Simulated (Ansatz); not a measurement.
Ga₅Sb₄H₁₆⁻, a cluster cut from zinc blende GaSb (hydrogen-capped). Charge -1, multiplicity 1. Geometry r2SCAN-D4/def2-SVP; atoms count from 1.

```xyz
25

Ga    0.732    3.028   -1.164
Ga    2.786    0.343    1.778
Ga   -1.694    0.976    2.068
Ga   -2.489   -0.514   -2.141
Ga   -0.443   -3.195    0.807
Sb    0.690    1.890    1.240
Sb   -0.294    0.991   -2.613
Sb    1.941   -1.940    0.603
Sb   -2.046   -1.109    0.414
H     2.194    3.268   -1.693
H    -0.350    4.167   -1.257
H     4.082    0.794    1.009
H     2.843    0.002    3.313
H    -2.785    2.062    1.740
H    -1.534    0.425    3.534
H    -3.694    0.489   -2.276
H    -2.384   -1.772   -3.080
H    -0.514   -3.673    2.305
H    -0.507   -4.236   -0.370
H     0.985    3.232    2.260
H    -0.330    1.476   -4.252
H     0.988   -0.114   -2.831
H     3.172   -3.113    0.789
H     2.213   -1.729   -1.068
H    -3.562   -1.747    0.885
```

In the def2 sets Sb takes a core potential; there is no spin–orbit coupling. Single mean-field runs in def2-TZVP are fitted with def2-universal-jkfit.

**Question.** Estimate the Mulliken populations from the PBE0/def2-TZVP orbitals of Ansatz.

**Answer.** 
```csv
atom,charge (e)
Ga1,0.09
Ga2,0.09
Ga3,0.10
Ga4,0.09
Ga5,0.09
Sb6,-0.18
Sb7,-0.04
Sb8,-0.04
Sb9,-0.18
H10,-0.10
H11,-0.10
H12,-0.10
H13,-0.10
H14,-0.10
H15,-0.10
H16,-0.10
H17,-0.10
H18,-0.10
H19,-0.10
H20,-0.01
H21,-0.01
H22,0.00
H23,-0.01
H24,0.00
H25,-0.01
```
Mulliken values depend strongly on the basis.

**Question.** And the Mayer bond orders between heavy atoms (over 0.3)?

**Answer.** Ga1–Sb6 0.78 (2.66 Å); Ga1–Sb7 0.67 (2.70 Å); Ga2–Sb6 0.78 (2.66 Å); Ga2–Sb8 0.67 (2.70 Å); Ga3–Sb6 0.73 (2.68 Å); Ga3–Sb9 0.73 (2.68 Å); Ga4–Sb7 0.67 (2.70 Å); Ga4–Sb9 0.78 (2.66 Å); Ga5–Sb8 0.67 (2.70 Å); Ga5–Sb9 0.78 (2.66 Å).
